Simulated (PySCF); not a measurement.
# What a mistake does to a calculation on AlBH6OSi

Calculated results; nothing here was measured. The program is PySCF 2.14.0, an open-source quantum chemistry code, run on an isolated molecule that a program drew, which may never have been made. The molecule is AlBH6OSi (charge 0, singlet), drawn as the SMILES string `O[B]([AlH2])[SiH3]`.

Each row is a Hartree-Fock (HF) and frozen-core CCSD(T) single point in the cc-pV(D+d)Z basis, meant for a local HF minimum. Run 1 is clean. Each other run has one planted mistake out of seven kinds, and not every kind appears here: one electron removed, one electron added, multiplicity raised by two, geometry at a saddle point, minimal basis STO-3G, one bond length entered in bohr, all coordinates scaled. The reference is restricted for singlets and unrestricted otherwise, and also for a bond in bohr. Adding or removing an electron swaps singlet and doublet. Electrons count all cores. HOMO and LUMO are orbital energies over both spins, the gradient is its largest component, and the lowest frequency (negative if imaginary) is given only where the gradient is small. Bond lengths are over the 9 bonds as drawn. T1 is the CCSD diagnostic: over 0.02 (restricted) or 0.045 (unrestricted) a single reference is doubtful.

Geometry of the clean run:
```xyz
10
AlBH6OSi, angstrom
O    -0.9133    0.6153   -1.6770
B    -0.2107    0.1828   -0.5929
Al    0.6972    1.7706    0.5932
Si   -0.0684   -1.8388   -0.1830
H    -1.3128   -0.0679   -2.1971
H     2.1791    2.2711    0.3126
H    -0.0947    2.4730    1.7783
H    -0.5928   -2.1279    1.1785
H    -0.8212   -2.6819   -1.1564
H     1.3553   -2.2686   -0.2077
```

| run | electrons | basis functions | <S^2> | HOMO (eV) | LUMO (eV) | gradient (hartree/bohr) | lowest frequency (cm^-1) | mean bond (Å) | longest bond (Å) | T1 | HF (hartree) | CCSD(T) (hartree) | mistake |
|---|---|---|---|---|---|---|---|---|---|---|---|---|---|
| 1 | 46 | 104 | 0.000 | -9.10 | 1.09 | 4.8e-05 | 54 | 1.5780 | 2.180 | 0.0160 | -633.90008 | -634.40778 | no fault |
| 2 | 46 | 34 | 0.000 | -6.35 | 8.19 | 4.3e-02 | - | 1.5780 | 2.180 | 0.0176 | -626.32066 | -626.52912 | minimal basis STO-3G |
| 3 | 45 | 104 | 0.770 | -16.23 | -6.75 | 7.6e-02 | - | 1.5780 | 2.180 | 0.0213 | -633.61007 | -634.09847 | one electron removed |
| 4 | 46 | 104 | 2.018 | -5.23 | -1.17 | 6.2e-02 | - | 1.5780 | 2.180 | 0.0559 | -633.77873 | -634.28278 | ? |
| 5 | 46 | 104 | 0.937 | -8.03 | 1.05 | 1.8e-02 | - | 1.7824 | 3.907 | 0.0248 | -633.81228 | -634.29671 | ? |

**Which mistake was planted in run 4, and what did it cost?**

Electrons, basis and geometry are unchanged, and <S^2> is 2.018, beside S(S+1) = 2.00 for a multiplicity of 3. So the mistake is: multiplicity raised by two. Subtracting run 1 and multiplying by 627.51 kcal/mol a hartree, the energy moved by 76.1 kcal/mol in HF and 78.4 kcal/mol in CCSD(T).

**Which mistake was planted in run 5, and what did it cost?**

The mean bond changes by a factor of 1.130 and the longest by 1.792, so the molecule wasn't scaled as a whole. A length L in bohr read as angstrom grows by (1/0.5292 - 1) L = 0.890 L. The 9 bonds together grew by 9 x 0.2044 = 1.840 Å, which gives L = 2.068 Å. That is bond B2-Si4, 2.068 Å in the clean geometry. So the mistake is: one bond length entered in bohr. Subtracting run 1 and multiplying by 627.51 kcal/mol a hartree, the energy moved by 55.1 kcal/mol in HF and 69.7 kcal/mol in CCSD(T).

Cautions from the logs. Run 4: T1 is over the limit, so its CCSD(T) energy is less reliable.
